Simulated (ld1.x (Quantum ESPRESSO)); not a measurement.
**Configuration tests for germanium (Ge) (TM)**

```json
{"Element": "germanium (Ge)", "Generator": "ld1.x (Quantum ESPRESSO) 7.5", "Type": "norm-conserving Troullier–Martins (Kleinman–Bylander form)", "Functional": "revPBE", "Relativity": "scalar-relativistic", "Frozen core": "[Ar] 3d10", "Valence charge": "4", "Reference configuration": "4s1.5 4p2.5", "Partial waves": "4p (bound): rc 2.10 bohr; 4s (bound): rc 1.30 bohr", "Local potential": "the s channel", "Core correction": "Bessel-smoothed model core, default radius (core density twice the valence density)"}
```

Energies are relative to the spin-unpolarised reference configuration 4s1.5 4p2.5; without spin polarisation the order of configurations can differ from experiment.

(1) Give the all-electron excitation energy and the error of the potential for: 4s2 4p2; 4s2 4p1; 4s2 4p0; 4s2 4p2.3; 4s1 4p2; 4s0 4p4; 4s2 4p1.5.

Levels in the configuration 4s2 4p2.3:

```csv
level,all-electron (eV),pseudo (eV)
4s,-9.592,-9.576
4p,-1.987,-1.986
```

Note: ghost state, extra bound levels that the all-electron valence spectrum of the same l lacks: p at -1580.9 eV. A true bound ghost makes a file unfit for plane-wave use.

Answers

(1)

```json
{"valence configuration": "4s2 4p2", "charge": "0", "ΔE all-electron (eV)": "-3.941", "error AE − PS (meV)": "-3.2"}
{"valence configuration": "4s2 4p1", "charge": "+1", "ΔE all-electron (eV)": "3.449", "error AE − PS (meV)": "-4.5"}
{"valence configuration": "4s2 4p0", "charge": "+2", "ΔE all-electron (eV)": "18.801", "error AE − PS (meV)": "-30"}
{"valence configuration": "4s2 4p2.3", "charge": "-0.3", "ΔE all-electron (eV)": "-4.812", "error AE − PS (meV)": "-3.6"}
{"valence configuration": "4s1 4p2", "charge": "+1", "ΔE all-electron (eV)": "12.145", "error AE − PS (meV)": "-17"}
{"valence configuration": "4s0 4p4", "charge": "0", "ΔE all-electron (eV)": "12.186", "error AE − PS (meV)": "-39"}
{"valence configuration": "4s2 4p1.5", "charge": "+0.5", "ΔE all-electron (eV)": "-1.163", "error AE − PS (meV)": "-2.7"}
```
